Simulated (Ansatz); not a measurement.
System: tribromo(ethyl)germane, C$_{2}$H$_{5}$Br$_{3}$Ge, net charge 0, singlet state. 
Coordinates optimised at B3LYP-D3(BJ)/def2-TZVP (Ansatz, an electronic-structure program):
SMILES: [Br][Ge]([Br])([Br])[CH2]C
```xyz
11

C     -3.1297     0.0893     0.2709
C     -2.0416    -0.9679     0.1210
Ge    -0.2431    -0.1984     0.0099
Br    -0.0764     1.2283    -1.8126
Br     0.2410     1.0256     1.9210
Br     1.3561    -1.8604    -0.2163
H     -3.1401     0.7736    -0.5780
H     -2.9908     0.6783     1.1780
H     -4.1102    -0.3875     0.3284
H     -2.0126    -1.6545     0.9685
H     -2.1619    -1.5591    -0.7881
```
Charge 0, spin multiplicity 1.

Dipole moments at this geometry, in debye (magnitudes).

| level | program | dipole (D) |
|---|---|---|
| SVWN5/def2-TZVPD | Ansatz | 2.80 |
| PBE/def2-TZVPD | Ansatz | 2.73 |
| revPBE/def2-TZVPD | Ansatz | 2.73 |
| r2SCAN/def2-TZVPD | Ansatz | 2.80 |
| B97M-V/def2-TZVPD | Ansatz | 2.73 |
| B3LYP/def2-TZVPD | Ansatz | [?] |
| PBE0/def2-TZVPD | Ansatz | 2.77 |
| r2SCANh/def2-TZVPD | Ansatz | 2.81 |
| r2SCAN0/def2-TZVPD | Ansatz | 2.81 |
| HSE06/def2-TZVPD | Ansatz | 2.77 |
| CAM-B3LYP/def2-TZVPD | Ansatz | 2.77 |
| LC-wPBE/def2-TZVPD | Ansatz | 2.75 |
| CCSD(T)/aug-cc-pVDZ | Ansatz | [?] |

Question: What belongs in the gaps?

Answer: 
- B3LYP/def2-TZVPD, dipole (D): 2.77
- CCSD(T)/aug-cc-pVDZ, dipole (D): 2.58
